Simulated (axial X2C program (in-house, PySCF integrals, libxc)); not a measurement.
Potential curves of TaH, two-component

All values were computed with an in-house all-electron X2C program for linear molecules (integrals from PySCF). Two-component (2c) means X2C with spin–orbit coupling and atomic mean-field two-electron Coulomb and Gaunt terms. Basis: Ta dyall-cv3z [13s14p9d7f4g], H dyall-v3z [6s2p1d] (cores contracted in-house); Gaussian nuclei, density fitting, unrestricted open shells. Masses: Ta 180.948 u, H 1.008 u.

State: Ω = 1 (⟨Sz⟩ = 1.98, ⟨Lz⟩ = -0.98 at HF). Energies in cm⁻¹ from the fragments at the same level (Ta + H). Fits are polynomials in 1 − R0/R over 0.85 to 1.23 times the lowest point R0.

```json
{"R (Å)": "1.6134", "CCSD(T)": "-13663"}
{"R (Å)": "1.6666", "CCSD(T)": "-14665"}
{"R (Å)": "1.7198", "CCSD(T)": "-15250"}
{"R (Å)": "1.7730", "CCSD(T)": "-15491"}
{"R (Å)": "1.8351", "CCSD(T)": "-15420"}
{"R (Å)": "1.8971", "CCSD(T)": "-15047"}
{"R (Å)": "1.9769", "CCSD(T)": "-14216"}
```

Correlated methods: 14 electrons correlated (number of frozen shells: Ta 4 s, 3 p, 2 d, 1 f; H none), 248 virtual spin orbitals or spinors in MP2, 110 natural virtuals in coupled cluster.

Occupations by symmetry block were frozen at the best pattern of an incomplete PBE0 search. Dissociation energies refer to the lowest single-determinant-based atoms at the same level and basis. CCSD and (T) use frozen natural virtuals with an MP2 correction for the truncation; (T) itself is uncorrected, so its De runs slightly low. With several unpaired electrons one determinant need not be a pure state. Open-shell Ω = 0 determinants with evenly filled partner blocks cannot be reached by this program, so the Ω shown need not be the lowest component. The lowest spin-free determinant has another configuration (M_S = 2, Λ = 2), so the order of states is uncertain and this need not be the ground state. Coupled cluster ran on the points near the minimum only. MP2 and coupled cluster on one determinant become unreliable at the stretched end.

(1) What are Re, ωe and De at the CCSD(T) level?

## Answers

(1) At CCSD(T), 2c: Re = 1.791 Å, ωe ≈ 1760 cm⁻¹, De = 1.92 eV to Ta + H; Be follows as 5.24 cm⁻¹.
